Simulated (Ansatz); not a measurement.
`[NH2][Mo](=[S])(=[S])[Cl]` + H–F → `[F][Mo](=[S])(=[S])[Cl]` + NH₃ at 400 K and 1 bar (ligand exchange at a Mo–N bond).

Computed with Ansatz on PBE0-D4/def2-TZVP structures; ΔE is electronic, products minus reactants. CCSD(T)/CBS is the MP2 limit (def2-TZVPP, def2-QZVPP) plus CCSD(T) − MP2 in def2-TZVPP, frozen cores. This one scheme is used for every species. def2 core potentials past Kr. For Mo outer-core shells are correlated without core-valence functions, which leaves a few kJ/mol of doubt a bond. Each species was taken in one conformer, which may not be the lowest.

| species | CCSD(T)/CBS energy (Eh) | H − E (kJ/mol) | S (J/(mol·K)) |
| --- | --- | --- | --- |
| `[NH2][Mo](=[S])(=[S])[Cl]` | -1379.53298 | 113.8 | 396.9 |
| H–F | -100.39570 | 36.5 | 182.2 |
| `[F][Mo](=[S])(=[S])[Cl]` | -1423.42718 | 48.5 | 382.4 |
| NH₃ | -56.50880 | 104.2 | 203.1 |

H − E and S are ideal-gas, rigid-rotor, harmonic terms from PBE0-D4/def2-TZVP, for one conformer and one mirror image of each species. 1 Eh = 2625.50 kJ/mol, R = 8.31446 J/(mol·K).

Question: By hand: ΔE, ΔH, ΔS and ΔG.

Answer: ΔE = (-1423.42718) + (-56.50880) − (-1379.53298) − (-100.39570) = -0.00730 Eh = -19.2 kJ/mol. Δ(H − E) = 48.5 + 104.2 − 113.8 − 36.5 = 2.4, so ΔH = -16.8 kJ/mol. ΔS = 382.4 + 203.1 − 396.9 − 182.2 = 6.4 J/(mol·K). ΔG = -16.8 − 400 × (6.4)/1000 = -19.4 kJ/mol.

Question: By hand: the equilibrium constant, and the temperature at which ΔG would vanish if ΔH and ΔS stayed fixed.

Answer: log₁₀ K = −ΔG/(RT ln 10) = 2.5. ΔH and −TΔS have one sign here, so there is no such temperature.

The number of gas molecules stays the same, so ΔS is small and ΔH decides. A doubt of 5 kJ/mol in ΔE shifts log₁₀ K by 0.7 here. Other conformers and mirror images would add mixing entropy, several J/(mol·K) or more a flexible species. These are equilibria of isolated gas molecules and say nothing of rates. Largest T1 diagnostic: 0.024 (customary marks: 0.02 for closed shells, 0.045 for open ones).

ΔS is within the doubt of such terms, so its sign, and with it that verdict, could turn.
